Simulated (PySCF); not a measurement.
Computed shifts of a molecule C2H10N2Si2, PBE0/pcSseg-1 in PySCF, GIAO, gas phase, atoms alike by connectivity averaged where their shifts nearly agree, in ppm (number of nuclei): ¹³C: 34.0 (1), 32.4 (1). ¹⁵N: 65.9 (1), 49.6 (1). ²⁹Si: -5.1 (1), -36.4 (1). ¹H: 5.65 (1), 4.68 (1), 4.59 (1), 3.11 (2), 2.99 (3), 1.37 (1), 0.77 (1). References: ¹³C against TMS (σ = 186.3 ppm); ¹⁵N against NH3 (σ = 267.4 ppm); ²⁹Si against TMS (σ = 352.7 ppm); ¹H against TMS (σ = 31.56 ppm), references at their B3LYP-D3(BJ)/def2-TZVP geometries, non-relativistic. Coordinates come from a B3LYP-D3(BJ)/def2-SVP optimisation. One conformer was computed; it need not be the lowest.

Q: Pick the molecule that these values belong to.
A. C=C([SiH3])[SiH](N)N
B. C/C(=N\[SiH3])[SiH2]N
C. CN[Si@@H]1NC[SiH2]1
D. NC[Si@H]1C[SiH2]N1

A: C, CN[Si@@H]1NC[SiH2]1
